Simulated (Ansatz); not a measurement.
Z-matrix (Å, degrees):
```
C
C 1 1.3924
C 2 1.3942 1 127.99
F 3 1.3509 2 114.97 1 179.99
H 2 1.0944 1 117.26 3 179.99
C 3 1.3947 4 114.95 2 180.00
H 6 1.0939 3 113.66 4 0.00
C 6 1.3981 7 117.02 3 180.00
H 8 1.0929 6 115.25 7 0.00
C 8 1.3983 9 116.04 6 180.00
H 10 1.0952 8 115.87 9 0.00
C 10 1.3958 11 115.27 8 180.00
C 12 1.4021 10 126.17 11 -0.01
H 13 1.0901 12 125.04 10 0.00
C 1 1.4036 2 125.83 5 0.01
H 15 1.0900 1 125.05 2 0.01
C 15 1.4220 16 125.45 1 -179.99
B 17 1.5366 15 126.03 16 -0.01
H 18 1.2080 17 120.37 15 0.00
H 18 1.2080 19 119.23 17 -180.00
```
Charge 0, multiplicity 1.

These are frozen-core CCSD(T)/cc-pVDZ // B3LYP-D3(BJ)/def2-SVP (Ansatz, a program for electronic structure) values and carry that method's errors. The restricted HF reference is unstable towards unrestricted orbitals.

| Item | Value |
|---|---|
| HF energy | -507.42497 Ha |
| MP2 correlation energy | -1.56790 Ha |

Problem. Estimate the CCSD correlation energy, the (T) correction, the total energy and the T1 diagnostic.

Solution. 
```yaml
CCSD correlation energy: -1.61866 Ha
"(T) correction": -0.07582 Ha
CCSD(T) total energy: -509.11946 Ha
T1 diagnostic: 0.013
```
